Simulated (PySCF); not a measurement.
Work out the structure from these simulated measurements.

Elements present: C, H, O and P. Monoisotopic mass: 142.0548 u.

- 13C NMR: chemical shifts (computed TMS as zero) by class: 223.7 (1 C), 149.5 (1 C), 133.1 (1 C), 40.0 (1 C), 35.8 (3 C) ppm [GIAO PBE0/pcSseg-1]
- NMR, other nuclei: isotropic shieldings of nuclei other than C and H, by class: -21 (1 O), 207 (1 P) ppm [GIAO PBE0/pcSseg-1]
- Rotational structure: rotational constants A, B, C: 2.447, 1.132, 0.930 GHz [GFN2-xTB]
- Dipole: 1.18 D [PBE0/pcSseg-1]
- 1H NMR: chemical shifts (computed TMS as zero) by class: 7.93 (1 H), 7.41 (1 H), 1.50 (9 H) ppm [GIAO PBE0/pcSseg-1]

Gas-phase values; electronic properties from PySCF, density fitting. Levels stand in brackets. Isolated species at its GFN2-xTB geometry, gas phase. GFN2-xTB frequencies show an imaginary mode (23i cm⁻¹), so this geometry is no minimum at that level. NMR classes are plain means over equivalent atoms (diastereotopic ones count apart unless rotation or inversion swaps them), as if these changed places fast.

Question: Which formula fits the mass and the elements?

Answer: C7H11OP (calculated 142.0548). No other formula that holds each of these elements comes within 0.0003 u with a fitting electron parity and a possible valence count.

Question: Give a SMILES that accounts for the data.

Answer: Numbering: `[CH3:1][C:2]([CH3:3])([CH3:4])[c:5]1[o:6][cH:7][cH:8][p:9]1`. 7 carbons fall into 5 classes; from least to most shielded: substituted aromatic carbon [C5] (223.7 ppm), aromatic CH next to a ring oxygen [C7] (149.5 ppm), aromatic CH carbon [C8] (133.1 ppm), benzylic-type carbon [C2] (40.0 ppm), methyl carbon [C1/C3/C4] (35.8 ppm, 3 C, up to 12.6 ppm apart in this geometry). Hydrogen classes from least to most shielded: 1 H on an aromatic CH next to a ring oxygen, C7 (7.93 ppm), 1 H on an aromatic CH carbon, C8 (7.41 ppm), 9 H on 3 methyl carbons, C1/C3/C4 (1.50 ppm, a mean of values up to 0.7 ppm apart in this geometry). The other shieldings belong to: -21 ppm, furan-type oxygen [O6]; 207 ppm, phosphorus bonded to 2 C [P9]. The optimised geometry has point group Cs and is an asymmetric top. Structure: `CC(C)(C)c1occp1`. Computed isomers that give other values at the same levels: `C=CC1=C[P@@](C)(=O)CC1` (13C chemical shifts (computed TMS as zero) by class: 160.2 (1 C), 143.9 (1 C), 138.1 (1 C), 125.4 (1 C), 32.6 (1 C), 28.3 (1 C), 19.8 (1 C) ppm); `C/C=C\P1(=O)CC=CC1` (13C chemical shifts (computed TMS as zero) by class: 157.6 (1 C), 135.2 (2 C), 134.0 (1 C), 37.6 (2 C), 22.0 (1 C) ppm); `C=CP1CCC(=O)CC1` (13C chemical shifts (computed TMS as zero) by class: 215.1 (1 C), 155.5 (1 C), 130.9 (1 C), 38.1 (2 C), 23.7 (2 C) ppm). The assignments are read from this structure; whether some other isomer fits the data as well wasn't checked.

The values belong to the conformer `[CH3:1][C:2]([CH3:3])([CH3:4])[c:5]1[o:6][cH:7][cH:8][p:9]1`: C1–C2–C5–O6 0°.
